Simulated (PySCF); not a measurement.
**Be: excitation energy**

Be [He] 2s2 (1S) → Be [He] 2s1 2p1 (3P), as a difference of total energies. Calculation: PySCF 2.14, in x2c-QZVPPall; the spin-free X2C one-electron Hamiltonian (Gaussian nucleus). Correlated levels: valence and next inner shell: nothing frozen. The calculations carry no spin-orbit coupling.

| method | excitation energy (eV) |
| --- | --- |
| UHF | 1.618 |
| MP2 (valence and next inner shell) | 2.321 |
| SCS-MP2 (valence and next inner shell) | 2.527 |
| CCSD (valence and next inner shell) | 2.708 |

**Question.** Estimate what CCSD(T) (valence and next inner shell) gives.

**Answer.** 2.719 eV, closest to CCSD (valence and next inner shell) among the rows shown.

**Question.** Estimate what CCSDT (valence and next inner shell) gives.

**Answer.** 2.719 eV, closest to CCSD (valence and next inner shell) among the rows shown.

Errors of the correlated levels include the incompleteness of this basis.

The basis was made for the ground configuration and has no added diffuse functions, so the excitation energy can come out too high.

For comparison: 2.725 eV (measured; NIST levels, between the centres of gravity of the two terms).
